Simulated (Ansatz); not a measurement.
Consider the adduct formation: `[CH3][AlH][CH3]` + H₂S → `[CH3][AlH-]([CH3])[SH2+]`.

Isolated molecules relaxed with PBE0-D4/def2-TZVP in Ansatz; ΔE leaves out vibrations. CCSD(T)/CBS adds triple-zeta CCSD(T) − MP2 to the extrapolated MP2 energy (def2 sets, frozen cores). This one scheme is used for every species. Functionals use def2-TZVPP. One conformer a species, not always the lowest.

Problem. Is it downhill or uphill in electronic energy at CCSD(T)/CBS, and by how much? (An estimate is asked.)

Solution. Computed: Downhill: ΔE = -11.5 kcal/mol.

Problem. What do these levels give: LDA (SPW92), revPBE-D4, r2SCANh-D4, PBE-QIDH, revPBE, r2SCAN0, BHLYP, HF/def2-SVP, CCSD/def2-SVP, CCSD(T)/def2-SVP, SCS-MP2/def2-QZVPP, CCSD/CBS(def2)? (Best estimate.)

Solution. Computed: LDA (SPW92) -16.5, revPBE-D4 -12.6, r2SCANh-D4 -12.9, PBE-QIDH -12.0, revPBE -7.7, r2SCAN0 -12.1, BHLYP -8.4, HF/def2-SVP -6.8, CCSD/def2-SVP -11.6, CCSD(T)/def2-SVP -12.3, SCS-MP2/def2-QZVPP -10.5, CCSD/CBS(def2) -10.5 kcal/mol.

Largest T1 diagnostic among the species: 0.010.

At CCSD(T), def2-SVP lies −0.9 kcal/mol from the extrapolated value and def2-TZVPP −0.0 kcal/mol. The D4 term adds −3.7 kcal/mol with B3LYP and −2.1 kcal/mol with PBE0; it sums over pairs of atoms, weighted by their polarisabilities, and B3LYP, whose exchange is more repulsive, gets the larger term.

B3LYP here is the variant with VWN-RPA as its local correlation; programs differ in this.
